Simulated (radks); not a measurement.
Values are calculated unless marked as measured or tabulated.
La+, configuration [Xe] 5d2.

Code: a radial shooting solver on a logarithmic mesh with Libxc functionals. Model: scalar-relativistic Kohn-Sham, r2SCAN, spin-polarised, spherical densities, finite nucleus; open shells are filled with parallel spins first (spin-orbit coupling, left out, can overturn this in heavy ions); meta-GGA in the generalised Kohn-Sham scheme; Fermi nuclear charge, rms radius 4.855 fm.

Energy parts (Ry):
| part | energy |
|---|---|
| total | -16987.5324 |
| kinetic | 17968.3621 |
| electron-nucleus | -41092.0422 |
| Hartree | 6543.4727 |
| exchange-correlation | -407.3250 |

Orbitals (lengths in bohr, moments of r in powers of bohr; <r^-3> diverges for s and p1/2; r(90%) holds 90 % of the orbital's charge):
orbital  occ.  eigenvalue (Ry)      <r^4>   <1/r>  r(90%)  <r^-3>
1s up       1        -2853.019  1.921e-06   62.01  0.0452       -
1s down     1        -2853.020  1.921e-06   62.01  0.0452       -
2s up       1        -455.7838  0.0003188   14.29   0.166       -
2s down     1        -455.7776  0.0003188   14.29   0.166       -
2p up       3        -408.2924  0.0002331   13.55   0.153    7488
2p down     3        -408.2882  0.0002331   13.55   0.153    7488
3s up       1        -98.22253    0.01300   5.187   0.418       -
3s down     1        -98.22156    0.01300   5.187   0.418       -
3p up       3        -82.96864    0.01363   4.909   0.424    1492
3p down     3        -82.96716    0.01362   4.909   0.424    1492
3d up       5        -61.07517    0.01147   4.646   0.406   203.8
3d down     5        -61.07131    0.01147   4.646   0.406   203.8
4s up       1        -20.25969     0.3386   2.145   0.939       -
4s down     1        -20.25237     0.3390   2.145   0.939       -
4p up       3        -15.26941     0.4452   1.980    1.01   314.8
4p down     3        -15.26301     0.4457   1.980    1.01   314.6
4d up       5         -8.02487     0.7646   1.722    1.15   35.39
4d down     5         -8.01847     0.7633   1.722    1.15   35.37
5s up       1         -3.22217      11.65  0.8338    2.28       -
5s down     1         -3.17905      11.18  0.8426    2.25       -
5p up       3         -2.00370      22.17  0.7104    2.68   43.62
5p down     3         -1.93253      20.57  0.7236    2.62   45.72
5d up       2         -0.55104      165.1  0.4545    4.43   2.372
5d down     0         -0.40320      177.2  0.4722    4.45   2.691

The highest occupied level is 5d up at -7.497 eV. Summed over all electrons, <r^2> = 59.85 bohr^2, which gives a Langevin (diamagnetic) susceptibility term of -47.4 x 10^-6 cm^3/mol. The spin density at the nucleus is -3.699 e/bohr^3 (1s 0.033, 2s -0.310, 3s 0.033, 4s 0.478, 5s -3.933).
